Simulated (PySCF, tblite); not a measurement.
Isomers of C4H9NO3Si2, one GFN2-xTB conformer each. Single-point energies are computed at PBE0/pcSseg-1 (PySCF, gas phase, no added dispersion term), electronic only.

```json
{"SMILES": "C=C1CO[Si@@]1(O[SiH3])C(N)=O", "GFN2-xTB relative energy (kcal/mol)": "97.7"}
{"SMILES": "O[SiH](O)O[SiH2]n1cccc1", "GFN2-xTB relative energy (kcal/mol)": "0.0"}
{"SMILES": "C=C[Si@](O)(C=O)[SiH2]C(N)=O", "GFN2-xTB relative energy (kcal/mol)": "184.7"}
```

Conformers: `[CH2:1]=[C:2]1[CH2:3][O:4][Si@@:5]1([O:6][SiH3:7])[C:8]([NH2:9])=[O:10]` with O4–Si5–O6–Si7 139°, O4–Si5–C8–N9 38°, Si5–C8–N9–H -7° and -175°; `[OH:1][SiH:2]([OH:3])[O:4][SiH2:5][n:6]1[cH:7][cH:8][cH:9][cH:10]1` with H–O1–Si2–O3 29°, O1–Si2–O3–H 168°, O1–Si2–O4–Si5 -25°, Si2–O4–Si5–N6 172°, O4–Si5–N6–C7 -7°; `[CH2:1]=[CH:2][Si@:3]([OH:4])([CH:5]=[O:6])[SiH2:7][C:8]([NH2:9])=[O:10]` with C1–C2–Si3–O4 -3°, C2–Si3–O4–H 59°, C2–Si3–C5–O6 -83°, C2–Si3–Si7–C8 53°, Si3–Si7–C8–N9 40°.

Question: What does PBE0/pcSseg-1 give for the same structures?

Answer: 
```tsv
SMILES	PBE0/pcSseg-1 E (Eh)	PBE0/pcSseg-1 (kcal/mol)	GFN2-xTB (kcal/mol)	point group
O[SiH](O)O[SiH2]n1cccc1	-1016.64478	0.0	0.0	C1
C=C1CO[Si@@]1(O[SiH3])C(N)=O	-1016.53716	67.5	97.7	C1
C=C[Si@](O)(C=O)[SiH2]C(N)=O	-1016.47451	106.9	184.7	C1
```

Both levels put the same isomer lowest; measured from each level's own lowest isomer, the values differ by up to 77.8 kcal/mol (C=C[Si@](O)(C=O)[SiH2]C(N)=O: 184.7 against 106.9). As drawn, the lowest has an aromatic ring, which the highest lacks; the highest has a C=O bond, an N–H bond and a C(=O)–N unit, which the lowest lacks.

Question: Which frontier levels, dipoles and rotational constants go with these structures?

Answer: 
```
                      SMILES  HOMO (eV, PBE0/pcSseg-1)  LUMO (eV)  dipole (D)       A, B, C (MHz)
     O[SiH](O)O[SiH2]n1cccc1                     -6.10       0.43        2.55  2882, 441.2, 413.3
C=C1CO[Si@@]1(O[SiH3])C(N)=O                     -7.17      -0.97        3.78  1313, 796.7, 623.0
C=C[Si@](O)(C=O)[SiH2]C(N)=O                     -6.70      -1.93        4.53  1255, 638.9, 589.4
```

Question: What happens when harmonic zero-point energies from GFN2-xTB frequencies are added?

Answer: 
```tsv
SMILES	ZPE (kcal/mol)	electronic (kcal/mol)	with ZPE (kcal/mol)
O[SiH](O)O[SiH2]n1cccc1	80.6	0.0	0.0
C=C1CO[Si@@]1(O[SiH3])C(N)=O	80.2	67.5	67.2
C=C[Si@](O)(C=O)[SiH2]C(N)=O	78.2	106.9	104.4
```

The zero-point energies span 2.4 kcal/mol. The order is unchanged.
